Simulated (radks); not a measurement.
Values are calculated unless marked as measured or tabulated.
All-electron atom: Nb I in [Kr] 4d2 5s1 5d2 (not the ground configuration).

Level of theory: scalar-relativistic Kohn-Sham, PBE, spin-unpolarised, spherical densities, finite nucleus; Fermi nuclear charge, rms radius 4.324 fm (a radial shooting solver on a logarithmic mesh with Libxc functionals).

Energy parts (hartree):
| part | energy |
|---|---|
| total | -3819.00073 |
| kinetic | 3932.12511 |
| electron-nucleus | -9182.67195 |
| Hartree | 1549.73544 |
| exchange-correlation | -118.18932 |

Orbitals (lengths in bohr, moments of r in powers of bohr):
| orbital | occ. | eigenvalue (hartree) | <r> | <r^2> |
|---|---|---|---|---|
| 1s | 2 | -691.6595 | 0.03609 | 0.001757 |
| 2s | 2 | -97.16762 | 0.1580 | 0.02944 |
| 2p | 6 | -86.81433 | 0.1377 | 0.02318 |
| 3s | 2 | -16.61399 | 0.4432 | 0.2251 |
| 3p | 6 | -13.22937 | 0.4458 | 0.2314 |
| 3d | 10 | -7.69770 | 0.4329 | 0.2260 |
| 4s | 2 | -2.60792 | 1.149 | 1.495 |
| 4p | 6 | -1.71773 | 1.279 | 1.870 |
| 4d | 2 | -0.48731 | 1.793 | 3.830 |
| 5s | 1 | -0.37511 | 3.076 | 10.70 |
| 5p | 0 | -0.20749 | 3.864 | 17.03 |
| 5d | 2 | -0.04428 | 7.167 | 58.70 |
| 6s | 0 | -0.07266 | 7.564 | 63.89 |

The highest occupied level is 5d at -1.205 eV. The configuration is held as typed, so some empty levels lie below it. Summed over all electrons, <r^2> = 154.3 bohr^2, which gives a Langevin (diamagnetic) susceptibility term of -122 x 10^-6 cm^3/mol.
